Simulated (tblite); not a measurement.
Start geometry of `O=CO[C@@]1(F)[SiH2]C[C@H]1F` from a force field or distance geometry (Å):
```
atom  x, y, z in Å
O1     2.5468   -0.6773   -0.6987
C2     2.1327   -1.3671    0.2779
O3     0.9826   -0.9770    0.9423
C4     0.2989    0.1690    0.4820
F5     1.0507    1.3113    0.5453
Si6   -0.4177   -0.1208   -1.2150
C7    -1.3231    1.1919   -0.2704
C8    -1.1242    0.3232    0.9670
F9    -1.8144   -0.8576    0.7832
H10    2.6903   -2.2455    0.6029
H11   -1.1123   -1.3916   -1.3824
H12    0.4722    0.3178   -2.2563
H13   -0.7503    2.1335   -0.1727
H14   -2.3667    1.3615   -0.5619
H15   -1.2701    0.8366    1.9348
```

Problem. What comes out of this run: GFN2-xTB geometry optimisation, gas phase (tblite)?

Solution. 
```
atom  x, y, z in Å
O1     1.849   -1.419   -0.963
C2     1.843   -1.559    0.231
O3     1.186   -0.819    1.094
C4     0.489    0.257    0.505
F5     1.239    1.389    0.764
Si6   -0.089    0.122   -1.338
C7    -1.527    0.978   -0.357
C8    -0.949    0.496    0.982
F9    -1.512   -0.705    1.341
H10    2.397   -2.351    0.753
H11   -0.548   -1.190   -1.763
H12    0.734    0.932   -2.216
H13   -1.516    2.064   -0.397
H14   -2.552    0.646   -0.499
H15   -1.046    1.166    1.840
```

The energy falls by 1.703 eV over 81 L-BFGS steps, the largest force on an atom goes from 4.99 to 0.009 eV/Å, and the atoms move by 0.556 Å rms after alignment. The bond that changes most is Si6–C7 (SiH2 silicon to sp3 carbon bound to silicon), which lengthens by 0.087 Å. Bonds longer at the end by more than 0.005 Å: 7 of 15; shorter: 6. Among the angles that change most is C4–C8–C7, from 85.4° to 97.5°. Among the dihedrals that turn most is C2–O3–C4–F5, from -61° to -103°. Rotational constants go from 2333, 1190, 1144 to 1929, 1296, 1167 MHz. The orientation of the end geometry is arbitrary; only internal coordinates are fixed.

Its GFN2-xTB frequencies are all real (lowest 69 cm⁻¹). One conformer, not necessarily the lowest. 3 starts were optimised and ended at 0.00, 0.00 and 5.76 kcal/mol (GFN2-xTB); the lowest of these is shown.

These are computed values.
